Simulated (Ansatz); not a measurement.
Reaction (formal exchange of groups at a C–C bond): `CC/C=C/CC` + SiH₄ → `CC/C=C/[SiH3]` + ethane

Calculated with Ansatz (gas phase, PBE0-D4/def2-TZVP geometries, no zero-point term in ΔE). CCSD(T)/CBS is the MP2 limit (def2-TZVPP, def2-QZVPP) plus CCSD(T) − MP2 in def2-TZVPP, frozen cores. This one scheme is used for every species. Double bonds are as drawn, so ΔE can hold a change between cis and trans. Functionals use def2-TZVPP. B3LYP here is the variant with VWN-RPA as its local correlation; programs differ in this. One conformer a species, not always the lowest.

`CC/C=C/CC`:

Cartesian coordinates in Å:
```
C -1.825 0.491 -2.106
C -0.333 0.199 -1.990
C 0.017 -0.491 -0.714
C 0.839 -0.019 0.215
C 1.168 -0.696 1.504
C 0.772 0.136 2.719
H -2.062 0.965 -3.061
H -2.411 -0.429 -2.035
H -2.154 1.156 -1.304
H 0.239 1.129 -2.069
H -0.027 -0.428 -2.837
H -0.464 -1.455 -0.543
H 1.313 0.950 0.049
H 0.672 -1.671 1.539
H 2.246 -0.894 1.545
H 1.264 1.112 2.703
H 1.053 -0.364 3.649
H -0.306 0.309 2.737
```

SiH₄:

Z-matrix (Å, degrees):
```
Si
H 1 1.485
H 1 1.485 2 109.5
H 1 1.485 2 109.5 3 -120.0
H 1 1.485 2 109.5 3 120.0
```

`CC/C=C/[SiH3]`:

```xyz
15

C    -0.682   -0.592    2.242
C    -1.199   -0.478    0.812
C    -0.092   -0.337   -0.178
C     0.084    0.688   -1.013
Si    1.502    0.793   -2.202
H    -1.505   -0.733    2.946
H    -0.003   -1.442    2.348
H    -0.136    0.308    2.532
H    -1.883    0.371    0.721
H    -1.777   -1.379    0.570
H     0.630   -1.155   -0.186
H    -0.647    1.497   -0.984
H     1.024    0.872   -3.610
H     2.354   -0.417   -2.047
H     2.329    2.005   -1.951
```

`CC`:

```xyz
8

C    -0.053    0.671    0.352
C     0.053   -0.671   -0.352
H     0.851    1.268    0.210
H    -0.895    1.255   -0.028
H    -0.199    0.546    1.428
H    -0.851   -1.268   -0.210
H     0.895   -1.255    0.028
H     0.199   -0.546   -1.428
```

```json
{"level": "PBE-D4", "ΔE (kJ/mol)": "-32.5", "difference from CCSD(T)/CBS": "-0.3"}
{"level": "r2SCAN-D4", "ΔE (kJ/mol)": "-34.3", "difference from CCSD(T)/CBS": "-2.1"}
{"level": "PBE0-D4", "ΔE (kJ/mol)": "-32.2", "difference from CCSD(T)/CBS": "0.0"}
{"level": "B3LYP-D4", "ΔE (kJ/mol)": "-33.2", "difference from CCSD(T)/CBS": "-1.0"}
{"level": "ωB97X-V", "ΔE (kJ/mol)": "-30.4", "difference from CCSD(T)/CBS": "1.8"}
{"level": "ωB97M-V", "ΔE (kJ/mol)": "-32.4", "difference from CCSD(T)/CBS": "-0.2"}
{"level": "B2PLYP", "ΔE (kJ/mol)": "-33.3", "difference from CCSD(T)/CBS": "-1.1"}
{"level": "PBE", "ΔE (kJ/mol)": "-33.2", "difference from CCSD(T)/CBS": "-1.0"}
{"level": "r2SCAN", "ΔE (kJ/mol)": "-34.8", "difference from CCSD(T)/CBS": "-2.6"}
{"level": "PBE0", "ΔE (kJ/mol)": "-32.9", "difference from CCSD(T)/CBS": "-0.7"}
{"level": "B3LYP", "ΔE (kJ/mol)": "-34.0", "difference from CCSD(T)/CBS": "-1.8"}
{"level": "HF/def2-TZVPP", "ΔE (kJ/mol)": "-32.1", "difference from CCSD(T)/CBS": "0.1"}
{"level": "MP2/def2-TZVPP", "ΔE (kJ/mol)": "-31.0", "difference from CCSD(T)/CBS": "1.2"}
{"level": "SCS-MP2/def2-TZVPP", "ΔE (kJ/mol)": "-30.2", "difference from CCSD(T)/CBS": "2.0"}
{"level": "CCSD/def2-TZVPP", "ΔE (kJ/mol)": "-30.0", "difference from CCSD(T)/CBS": "2.2"}
{"level": "CCSD(T)/def2-TZVPP", "ΔE (kJ/mol)": "-30.0", "difference from CCSD(T)/CBS": "2.2"}
{"level": "HF/def2-QZVPP", "ΔE (kJ/mol)": "-32.2", "difference from CCSD(T)/CBS": "0.0"}
{"level": "MP2/def2-QZVPP", "ΔE (kJ/mol)": "-32.3", "difference from CCSD(T)/CBS": "-0.1"}
{"level": "SCS-MP2/def2-QZVPP", "ΔE (kJ/mol)": "-31.6", "difference from CCSD(T)/CBS": "0.6"}
{"level": "HF/CBS(def2)", "ΔE (kJ/mol)": "-32.3", "difference from CCSD(T)/CBS": "-0.1"}
{"level": "MP2/CBS(def2)", "ΔE (kJ/mol)": "-33.2", "difference from CCSD(T)/CBS": "-1.0"}
{"level": "CCSD/CBS(def2)", "ΔE (kJ/mol)": "-32.2", "difference from CCSD(T)/CBS": "0.0"}
{"level": "CCSD(T)/CBS", "ΔE (kJ/mol)": "-32.2", "difference from CCSD(T)/CBS": "0"}
```

Largest T1 diagnostic among the species: 0.011.
